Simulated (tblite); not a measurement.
Compound: C5H14N2OSi.
Structure used (GFN2-xTB), in Å, numbered top down from 1:
```
atom  x, y, z in Å
C1     3.5870   -0.3194    0.3217
C2     2.3697   -0.5327    0.7909
Si3    0.9622    0.7202    0.7479
O4     0.0251    0.6215    2.0622
N5    -0.0125    0.3409   -0.6290
C6     0.5144   -0.1599   -1.8700
C7    -1.4112    0.6875   -0.6706
C8    -2.3160   -0.4370   -0.1324
N9    -2.4261   -0.3461    1.3209
H10    4.3724   -1.0599    0.3685
H11    3.8584    0.6194   -0.1346
H12    2.1640   -1.4950    1.2460
H13    1.4728    2.0976    0.7246
H14   -0.8480    0.1942    1.9489
H15    0.4755    0.6016   -2.6595
H16    1.5501   -0.4535   -1.7241
H17   -0.0522   -1.0328   -2.2120
H18   -1.6968    0.9120   -1.7034
H19   -1.5856    1.5843   -0.0708
H20   -1.8585   -1.3987   -0.3741
H21   -3.2986   -0.3881   -0.6271
H22   -2.8532   -1.1804    1.7063
H23   -2.9977    0.4513    1.5798
```

All values are computed: GFN2-xTB (tblite) harmonic vibrations without scaling, gas phase. Against measured fundamentals such values can be off by several per cent, at times by over 20. Modes of hydrogen on silicon can be 10 to 20 % off. One conformer, not necessarily the lowest.

Harmonic wavenumbers (cm⁻¹): 25.8, 33.3, 71.9, 110.8, 140.8, 169.6, 196.5, 204.5, 241.0, 284.3, 287.8, 320.7, 358.5, 395.1, 469.2, 490.1, 608.1, 659.4, 676.7, 724.1, 742.5, 887.4, 902.9, 918.0, 935.9, 957.2, 985.0, 1010.5, 1021.7, 1034.1, 1058.3, 1099.5, 1110.6, 1122.7, 1215.5, 1218.1, 1273.6, 1277.0, 1326.3, 1335.7, 1354.3, 1421.1, 1428.0, 1466.7, 1468.7, 1490.4, 1508.6, 1548.2, 1683.5, 2188.1, 2847.8, 2879.4, 2922.3, 2928.7, 2952.7, 2985.7, 3022.5, 3042.3, 3061.5, 3093.3, 3107.2, 3391.4, 3424.4.

A = 2120, B = 920.2, C = 735.2 MHz; mass 146.088 u (most abundant isotopes); point group C1, symmetry number 1.

Zero-point energy?

Half the sum of the wavenumbers: 41559 cm⁻¹ = 118.82 kcal/mol.

Give the ideal-gas entropy at 350 K and 1 bar in the rigid-rotor, harmonic-oscillator model (classical rotation).

Translation 41.67, rotation 30.27, vibration 48.15: S = 120.1 cal/(mol K).

And Cp and H(350 K) − H(0)?

Cp = 52.83 cal/(mol K), of which vibrations give 44.88 (their classical limit is 63 R = 125.2); H(350 K) − H(0) = 11.10 kcal/mol without the zero-point energy, 8.32 from vibrations.

Blend soft modes into free rotors: weight 1/[1 + (100 cm⁻¹/ν̃)⁴] for the oscillator and the rest for a rotor with moment μB/(μ + B), μ = h/(8π²ν), B = 10⁻⁴⁴ kg m². What vibrational entropy results?

43.05 cal/(mol K) in place of 48.15, which changes −T·S at 350 K by +1.79 kcal/mol.

How do the functions run with temperature in this model?

```csv
T (K),S (cal/(mol K)),Cp (cal/(mol K)),H − H(0) (kcal/mol),G − H(0) (kcal/mol),ln q(vib)
50,62.8,15.6,0.58,-2.56,1.34
100,76.0,23.2,1.56,-6.05,3.24
298.15,112.1,46.7,8.51,-24.92,10.49
373.15,123.6,55.5,12.35,-33.76,13.06
500,141.7,68.4,20.24,-50.60,17.29
750,173.2,86.8,39.81,-90.06,25.17
1000,199.9,99.0,63.14,-136.78,32.43
```

q(vib) and H(0) count from the zero-point level.

Which modes carry the vibrational entropy at 350 K?

25.8 cm⁻¹: 6.45; 33.3 cm⁻¹: 5.94; 71.9 cm⁻¹: 4.42; 110.8 cm⁻¹: 3.57; 140.8 cm⁻¹: 3.10; 169.6 cm⁻¹: 2.74 cal/(mol K); the other 57 give 21.94 together.

What must be added to the electronic energy to get the Gibbs energy at 350 K and 1 bar?

ZPE + [H(350 K) − H(0)] − T·S = 118.82 + 11.10 − 42.03 = 87.89 kcal/mol.

Hindered rotation and anharmonicity are outside this model. Other conformers, if any are populated, would add a mixing term that is left out. The structure is chiral; the term R ln 2 for an equal mix with its mirror image is left out.

Time: 1.8 s. Hardware: an Arm Neoverse N1 with one thread, no GPU, shared host. The figure is for the frequency step alone.
